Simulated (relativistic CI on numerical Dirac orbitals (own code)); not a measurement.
# Fe⁵⁺: L2,3 absorption edge

Computed with this model: Dirac-Coulomb-Breit CI, separate exchange-only KLI orbitals for each configuration, model QED (radiative potential, 1s self-energy scaled to tabulated hydrogen-like ionisation energies), multiplet model of core-to-valence dipole absorption, unscaled Slater integrals; configurations [Ar] 3d3 → [He] 2s2 2p5 3s2 3p6 3d4; 300 K; Lorentzian 0.4 eV and Gaussian 0.3 eV FWHM. Energies are those of the free ion, without screening or charge transfer. The branching ratio is the share of the lower-energy edge in the whole absorption, uncertain by about 0.02 where the edges overlap. S is read from ⟨S²⟩ = S(S + 1).

Field parameters in Wybourne normalisation: D4h B²₀ = −7Ds, B⁴₀ = 21(Dq − Dt), B⁴₄ = 21√(5/14) Dq; Oh B⁴₀ = 21Dq, B⁴₄ = √(5/14) B⁴₀; Td as Oh with Dq negative (B⁴₀ = 21Dq, B⁴₄ = √(5/14) B⁴₀). The field is a parameter set, without covalency.

Peaks in eV (height, largest 100): 716.6 (12), 720.2 (100), 721.8 (54), 722.8 (64), 723.9 (43), 725.0 (30), 725.6 (28), 728.2 (30), 729.3 (47), 730.9 (25), 731.4 (25), 732.4 (37), 733.0 (36), 734.2 (33), 734.9 (42), 737.7 (7).

(1) Which surroundings give this spectrum?
A. D4h, 10Dq = 13450, Ds = 2870, Dt = -210 cm⁻¹
B. Oh, 10Dq = 19250 cm⁻¹
C. Td, 10Dq = -10600 cm⁻¹
D. Td, 10Dq = -7700 cm⁻¹

Answers

(1) D. Td, 10Dq = -7700 cm⁻¹, where the ground state has S = 1.50.
